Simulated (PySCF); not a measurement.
**Nb: ionisation energy**

Nb [Kr] 4d4 5s1 (6D) → Nb⁺ [Kr] 4d4 (5D), as a difference of total energies. Calculation: PySCF 2.14, in ANO-RCC-VTZP (7s6p4d2f1g, 68 functions); scalar relativity by spin-free X2C-1e. Correlated levels: valence: [Kr] frozen. The calculations carry no spin-orbit coupling.

```csv
method,ionisation energy (eV)
UHF,5.986
MP2 (valence),6.432
SCS-MP2 (valence),6.134
CCSD (valence),6.494
CCSD(T) (valence),6.519
```

Q: How much does correlation contribute at CCSD(T) (valence)?

A: 6.519 − (5.986) = 0.533 eV, measured against UHF.

A first-order spin-orbit estimate (lowest level to lowest level, LS coupling) adds -0.013 eV.

Errors of the correlated levels include the incompleteness of this basis and the frozen core.

For comparison: 6.759 eV (measured; NIST Atomic Spectra Database, ionization energies).
